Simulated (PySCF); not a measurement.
C₂H₂F₆P₄.
Z-matrix (Å and degrees, GFN2-xTB geometry), rows numbered from 1:
```
F 
C   1  1.3446
F   2  1.3333  1  106.86
F   2  1.3386  1  106.62  3   114.92
P   2  1.8885  1  114.64  3  -122.71
P   5  2.2428  2   98.46  1   -60.77
P   6  2.2244  5   86.46  2   116.57
C   7  1.8931  6   93.06  5    80.14
F   8  1.3311  7  110.17  6    80.41
F   8  1.3382  7  110.51  6  -160.71
F   8  1.3497  7  115.02  6   -40.33
P   5  2.2146  2   96.55  1    30.19
H   6  1.4058  5   96.64  2    27.61
H  12  1.4012  5   93.99  2   144.92
```

NICS = −σ at a ghost point: NICS(0) at the centroid of the ring atoms, NICS(1) 1 Å to either side along the normal of their mean plane, zz for the tensor component along that normal. Level: GIAO PBE0/pcSseg-1 (PySCF, non-relativistic, gas phase) on the GFN2-xTB geometry, one conformer.

Ring bond lengths (Å), with Mayer bond orders in brackets: P5–P6 2.243 (0.85), P6–P7 2.224 (0.92), P7–P12 2.240 (0.88), P12–P5 2.215 (0.93).

Q: Give the NICS values of each ring in ppm.

A: 
```json
{"ring": "P5–P6–P7–P12", "type": "4-membered ring with 4 P; formal bonds all single", "NICS(0)": "4.8", "NICS(1), two faces": "2.0 / 2.3", "NICS(1)zz, two faces": "11.5 / 19.2", "rms pucker (Å)": "0.20", "centre to ring atoms, mean (Å)": "1.56"}
```

Q: What do they say, and how far can they be read as aromaticity?

A: 
- P5–P6–P7–P12: mean NICS(1)zz 15.4 ppm, deshielded. A hydrogen on P6, outside the ring, lies 1.47 Å from a NICS(1) probe. The ring is puckered (0.20 Å rms). The two faces differ by 7.7 ppm, so no symmetry operation interchanges them.

Q: What is the mean of the two in-plane components of NICS at the first NICS(1) probe listed for ring P5–P6–P7–P12, 1 Å off the ring?

A: The isotropic value is a third of the trace: (3 × 2.0 − (11.5))/2 = -2.8 ppm.

Q: What are the shieldings of the ring atoms and their hydrogens in the same run (means over atoms taken as equivalent)?

A: 
```
   atoms                  environment  σ isotropic (ppm)  principal values of the symmetric part, first atom (ppm)
 P5 (×2)  three-coordinate phosphorus              363.6                                       311.0, 349.8, 431.9
 P6 (×2)  three-coordinate phosphorus              470.2                                       375.6, 475.8, 540.1
H13 (×2)                 P–H hydrogen              26.09                                          23.1, 27.1, 28.0
```
